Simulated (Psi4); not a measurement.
F4Ti (SMILES [F][Ti]([F])([F])[F]), singlet, geometry from GFN2-xTB (such geometries of metal compounds can be far from the true shape); PBE0/def2-SVP in Psi4.

Psi4 was given this input:
```
memory 2 GB

molecule mol {
0 1
  Ti   -0.000000    0.000000   -0.000000
  F     1.096059    0.788255   -1.020066
  F     0.839422   -1.055730    1.021778
  F    -1.106691   -0.877685   -0.931735
  F    -0.828790    1.145160    0.930023
}

set basis def2-svp
set reference rks
set dft_spherical_points 434

energy('pbe0')
print_variables()
```

What the program printed (banner, timings and long lists left out):

```
   => Loading Basis Set <=

    Name: DEF2-SVP
    Role: ORBITAL
    Keyword: BASIS

         ---------------------------------------------------------
                                   SCF
               by Justin Turney, Rob Parrish, Andy Simmonett
                          and Daniel G. A. Smith
                              RKS Reference
         ---------------------------------------------------------

  ==> Geometry <==

    Molecular point group: c1
    Full point group: C1

    Geometry (in Angstrom), charge = 0, multiplicity = 1:

       Center              X                  Y                   Z               Mass
    ------------   -----------------  -----------------  -----------------  -----------------
         TI           0.000000000000     0.000000000000     0.000000000000    47.947941980000
         F            1.096059000000     0.788255000000    -1.020066000000    18.998403162730
         F            0.839422000000    -1.055730000000     1.021778000000    18.998403162730
         F           -1.106691000000    -0.877685000000    -0.931735000000    18.998403162730
         F           -0.828790000000     1.145160000000     0.930023000000    18.998403162730

  Running in c1 symmetry.

  Rotational constants: A =      0.11621  B =      0.11621  C =      0.11621 [cm^-1]
  Rotational constants: A =   3483.98210  B =   3483.98010  C =   3483.97944 [MHz]
  Nuclear repulsion =  340.757628810639744

  Charge       = 0
  Multiplicity = 1
  Electrons    = 58
  Nalpha       = 29
  Nbeta        = 29

  ==> Algorithm <==

  SCF Algorithm Type is DF.
  DIIS enabled.
  MOM disabled.
  Fractional occupation disabled.
  Guess Type is SAD.
  Energy threshold   = 1.00e-06
  Density threshold  = 1.00e-06
  Integral threshold = 1.00e-12

  ==> Primary Basis <==

  Basis Set: DEF2-SVP
    Blend: DEF2-SVP
    Number of shells: 35
    Number of basis functions: 87
    Number of Cartesian functions: 96
    Spherical Harmonics?: true
    Max angular momentum: 3

  ==> DFT Potential <==

   => LibXC <=

    Version 7.1.2
    S. Lehtola, C. Steigemann, M. J. T. Oliveira, and M. A. L. Marques,  SoftwareX 7, 1–5 (2018) (10.1016/j.softx.2017.11.002)

   => Composite Functional: PBE0 <=

    PBE0 Hyb-GGA Exchange-Correlation Functional

    C. Adamo and V. Barone,  J. Chem. Phys. 110, 6158 (1999) (10.1063/1.478522)
    M. Ernzerhof and G. E. Scuseria,  J. Chem. Phys. 110, 5029 (1999) (10.1063/1.478401)

    Deriv               =              1
[...]
   @DF-RKS iter   4: -1248.11392324842109   -1.82539e-01   1.45260e-03 ADIIS/DIIS
   @DF-RKS iter   5: -1248.11877294529086   -4.84970e-03   6.22794e-04 ADIIS/DIIS
   @DF-RKS iter   6: -1248.11996430813633   -1.19136e-03   7.28255e-05 DIIS
   @DF-RKS iter   7: -1248.11997754415688   -1.32360e-05   7.49009e-06 DIIS
   @DF-RKS iter   8: -1248.11997758173379   -3.75769e-08   6.58589e-06 DIIS
   @DF-RKS iter   9: -1248.11997769578238   -1.14049e-07   8.42795e-07 DIIS
  Energy and wave function converged.

  ==> Post-Iterations <==

   Electrons on quadrature grid:
      Ntotal   =   58.0000243459 ; deviation = 2.435e-05

    Orbital Energies [Eh]
    ---------------------

    Doubly Occupied:

[...]
    Virtual:

[...]
      87A      3.367065

    Final Occupation by Irrep:
              A
    DOCC [    29 ]
    NA   [    29 ]
    NB   [    29 ]

  @DF-RKS Final Energy: -1248.11997769578238

   => Energetics <=

    Nuclear Repulsion Energy =            340.7576288106397442
    One-Electron Energy =               -2398.9267831592906077
    Two-Electron Energy =                 873.1702795793926271
    DFT Exchange-Correlation Energy =     -63.1211029265240455
    Empirical Dispersion Energy =           0.0000000000000000
    VV10 Nonlocal Energy =                  0.0000000000000000
    Total Energy =                      -1248.1199776957823815

Computation Completed

Properties will be evaluated at   0.000000,   0.000000,   0.000000 [a0]

Properties computed using the SCF density matrix

 Multipole Moments:

 ------------------------------------------------------------------------------------
     Multipole            Electronic (a.u.)      Nuclear  (a.u.)        Total (a.u.)
 ------------------------------------------------------------------------------------

 L = 1.  Multiply by 2.5417464519 to convert [e a0] to [Debye]
 Dipole X            :          0.0000183           -0.0000000            0.0000183
 Dipole Y            :          0.0000131           -0.0000000            0.0000131
 Dipole Z            :         -0.0000165            0.0000000           -0.0000165
 Magnitude           :                                                    0.0000279

 ------------------------------------------------------------------------------------

  Variable Map:
  ----------------------------------------------------------------------------
[...]
  Array Variable Map:
  ----------------------------------------------------------------------------
[...]
[...]
```
